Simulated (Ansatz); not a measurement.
`BCN=C=C` → `BN=C=C` + `[CH2]` (triplet)  (formal loss of a carbene)

Calculated with Ansatz (gas phase, PBE0-D4/def2-TZVP geometries, no zero-point term in ΔE). CCSD(T)/CBS adds triple-zeta CCSD(T) − MP2 to the extrapolated MP2 energy (def2 sets, frozen cores). This one scheme is used for every species. Functionals use def2-TZVPP. Triplets are unrestricted, without spin–orbit coupling. One conformer a species, not always the lowest.

```json
{"species": "`BCN=C=C`", "r2SCAN0-D4 energy (Eh)": "-197.37530"}
{"species": "`BN=C=C`", "r2SCAN0-D4 energy (Eh)": "-158.13169"}
{"species": "`[CH2]` (triplet)", "r2SCAN0-D4 energy (Eh)": "-39.14535"}
```

Problem. Work out ΔE.

Solution. ΔE = (-158.13169) + (-39.14535) − (-197.37530) = 0.09826 Eh = +258.0 kJ/mol. CCSD(T)/CBS gives +291.1 kJ/mol.

Problem. What do rigid-rotor, harmonic-oscillator terms from PBE0-D4/def2-TZVP frequencies (298.15 K, 1 bar) make of the CCSD(T)/CBS value? (Best estimate.)

Solution. The calculation gave: ΔZPE = -24.2 kJ/mol, ΔH = +273.0 kJ/mol, ΔS = 148 J/(mol·K), ΔG = +229.0 kJ/mol. Open shells count their whole term as degenerate.

Largest T1 diagnostic among the species: 0.017.

From PBE to PBE0 (25 % exact exchange), in def2-TZVPP and without D4, ΔE moves by −3.7 kJ/mol. The D4 term adds +9.5 kJ/mol with B3LYP and +5.1 kJ/mol with PBE0; it sums over pairs of atoms, weighted by their polarisabilities, and B3LYP, whose exchange is more repulsive, gets the larger term. At CCSD(T), def2-SVP lies −27.4 kJ/mol from the extrapolated value and def2-TZVPP −10.9 kJ/mol.

B3LYP here is the variant with VWN-RPA as its local correlation; programs differ in this.
